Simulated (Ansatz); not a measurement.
`OB([SiH3])O[SiH3]` → B• + 7 H• + 2 O• + 2 Si•  (atomization)

Isolated molecules relaxed with PBE0-D4/def2-TZVP in Ansatz; ΔE leaves out vibrations. CCSD(T)/CBS is the MP2 limit (def2-TZVPP, def2-QZVPP) plus CCSD(T) − MP2 in def2-TZVPP, frozen cores. This one scheme is used for every species, atoms too. Functionals use def2-TZVPP. B3LYP here is the variant with VWN-RPA as its local correlation; programs differ in this. No spin–orbit coupling; open shells (•) take unrestricted orbitals. Spin–orbit coupling would lower the free atoms: a little for B, O, Si. Each species was taken in one conformer, which may not be the lowest.

```
             level  ΔE (kJ/mol)  difference from CCSD(T)/CBS
            PBE-D4       4284.1                          0.5
         r2SCAN-D4       4286.8                          3.2
           PBE0-D4       4230.2                        -53.4
            r2SCAN       4280.4                         -3.2
             B3LYP       4234.4                        -49.2
    MP2/def2-TZVPP       4225.9                        -57.7
CCSD(T)/def2-TZVPP       4173.4                       -110.2
SCS-MP2/def2-QZVPP       4301.8                         18.2
     MP2/CBS(def2)       4336.1                         52.5
    CCSD/CBS(def2)       4233.7                        -49.9
       CCSD(T)/CBS       4283.6                            0
```

Largest T1 diagnostic among the species: 0.014.

The D4 term adds +41.0 kJ/mol with B3LYP and +21.7 kJ/mol with PBE0; it sums over pairs of atoms, weighted by their polarisabilities, and B3LYP, whose exchange is more repulsive, gets the larger term. In def2-TZVPP, CCSD(T) changes the Hartree–Fock value by +954.7 kJ/mol (the triples alone add +49.9 kJ/mol) and MP2 by +1007.1 kJ/mol; breaking electron pairs costs correlation energy, which Hartree–Fock lacks.

For atomizations the MP2-based limit and the directly extrapolated one differ by several kJ/mol either way, and by 10 to 25 for some Ge, Se and Sn compounds, so smaller differences from it don't rank the levels.
